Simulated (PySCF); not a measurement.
Ge(H)3(Me) (CH6Ge), SMILES [CH3][GeH3].

Geometry optimised at B3LYP-D3(BJ)/def2-TZVP.

All values below come from ωB97X/def2-TZVPD (PySCF).

Symmetry labels are those of the subgroup Cs that the program uses (full group C3v).

Computed valence orbital energies around the gap with their symmetry:
```json
[
 {"orbital": "HOMO−7", "symmetry": "A\"", "energy (eV)": "-35.57"},
 {"orbital": "HOMO−6", "symmetry": "A'", "energy (eV)": "-22.54"},
 {"orbital": "HOMO−5", "symmetry": "A'", "energy (eV)": "-17.85"},
 {"orbital": "HOMO−4", "symmetry": "A'", "energy (eV)": "-14.13"},
 {"orbital": "HOMO−3", "symmetry": "A\"", "energy (eV)": "-14.13"},
 {"orbital": "HOMO−2", "symmetry": "A'", "energy (eV)": "-11.66"},
 {"orbital": "HOMO−1", "symmetry": "A\"", "energy (eV)": "-11.66"},
 {"orbital": "HOMO", "symmetry": "A'", "energy (eV)": "-11.27"},
 {"orbital": "LUMO", "symmetry": "A'", "energy (eV)": "1.92"},
 {"orbital": "LUMO+1", "symmetry": "A'", "energy (eV)": "2.35"},
 {"orbital": "LUMO+2", "symmetry": "A\"", "energy (eV)": "3.17"},
 {"orbital": "LUMO+3", "symmetry": "A'", "energy (eV)": "3.17"}
]
```
